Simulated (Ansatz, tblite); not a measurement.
Removing and adding an electron: Ga₂P₃ (the lowest doublet isomer of a short search). The state is a doublet with charge 0. Geometry: PBE-D4/def2-SVP. Ansatz, gas phase; energy differences of separate SCF runs; the oxidised species is a singlet (the triplet lies 0.70 eV higher at PBE0-D4/def2-TZVP); the reduced species is a singlet (the triplet lies 1.80 eV higher at PBE0-D4/def2-TZVPD).

```tsv
atom	x (Å)	y (Å)	z (Å)
Ga1	-2.126	0.492	0.741
Ga2	2.245	-0.487	0.187
P3	-0.215	-1.151	0.338
P4	-0.196	-0.008	-1.528
P5	0.292	1.154	0.262
```

The xTB rows come from tblite. The structure comes from a short search, and lower isomers may exist.

```json
{"level": "GFN2-xTB", "−HOMO (eV)": "–", "vertical IE (eV)": "11.10", "−LUMO (eV)": "–", "vertical EA (eV)": "6.50", "HOMO–LUMO gap (eV)": "–", "IE − EA (eV)": "4.60"}
{"level": "PBE-D4/def2-TZVP", "−HOMO (eV)": "4.83", "vertical IE (eV)": "7.14", "−LUMO (eV)": "4.31", "vertical EA (eV)": "–", "HOMO–LUMO gap (eV)": "0.52", "IE − EA (eV)": "–"}
{"level": "PBE-D4/def2-TZVPD", "−HOMO (eV)": "4.84", "vertical IE (eV)": "–", "−LUMO (eV)": "4.32", "vertical EA (eV)": "2.16", "HOMO–LUMO gap (eV)": "0.52", "IE − EA (eV)": "–"}
{"level": "r2SCAN-D4/def2-TZVPD", "−HOMO (eV)": "5.14", "vertical IE (eV)": "–", "−LUMO (eV)": "4.25", "vertical EA (eV)": "2.21", "HOMO–LUMO gap (eV)": "0.89", "IE − EA (eV)": "–"}
```

Question: Estimate the rows for GFN1-xTB, r2SCAN-D4/def2-TZVP, PBE0-D4/def2-TZVP, PBE0-D4/def2-TZVPD.

Answer: 
```
              level  −HOMO (eV)  vertical IE (eV)  −LUMO (eV)  vertical EA (eV)  HOMO–LUMO gap (eV)  IE − EA (eV)
           GFN1-xTB           –             10.57           –              5.96                   –          4.61
r2SCAN-D4/def2-TZVP        5.15              7.36        4.26                 –                0.89             –
  PBE0-D4/def2-TZVP        5.69              7.31        3.66                 –                2.03             –
 PBE0-D4/def2-TZVPD        5.69                 –        3.66              2.21                2.03             –
```

   HOMO and LUMO are the levels of the spin that leaves or enters (xTB has no such levels and no spin-polarisation term). Other spin states of the ions may lie lower, which would lower the ionisation energy or raise the affinity. Raw xTB energy differences between charge states are shifted by several eV; the methods need an empirical correction for them.
